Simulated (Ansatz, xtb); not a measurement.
**C3H3F3OS: 3 structures ranked**

3 gas-phase structures of C3H3F3OS, from a drawn sample of its isomers (lower ones may exist). Each was relaxed with GFN2-xTB:

A. `FC(F)(F)[C@@H]1O[C@H]1S`, a singlet
B. `FC(F)(F)[C@@H]1O[C@@H]1S`, a singlet
C. `FC(F)(F)[C@@]1(S)CO1`, a singlet

**Question.** Which do you expect lowest at r2SCAN-D4/def2-SVP, and how would the others follow?

**Answer.** Calculated order at r2SCAN-D4/def2-SVP: C (0.000), A (0.126), B (0.145) eV. Less than 1 kcal/mol parts A and B, so the order within that pair means little.

Energies above the lowest of each column, in eV; the last columns are at PBE0-D3(BJ)/def2-SVP geometries:

```tsv
structure	GFN2-xTB	HF/STO-3G	r2SCAN-D4/def2-SVP	PBE0-D3(BJ)/def2-SVP	CCSD(T)/def2-SVP + ΔMP2/def2-TZVPP
C	0.000	0.000	0.000	0.000	0.000
A	0.037	0.049	0.126	0.089	0.051
B	0.029	0.014	0.145	0.092	0.098
```

Every level run on C puts it lowest or level with the lowest. Flexible structures stand in one conformer each, not always the lowest. ΔMP2 is the change of the MP2 energy from the smaller to the larger basis.

Programs: Ansatz 0.2.0, xtb 6.7.1.
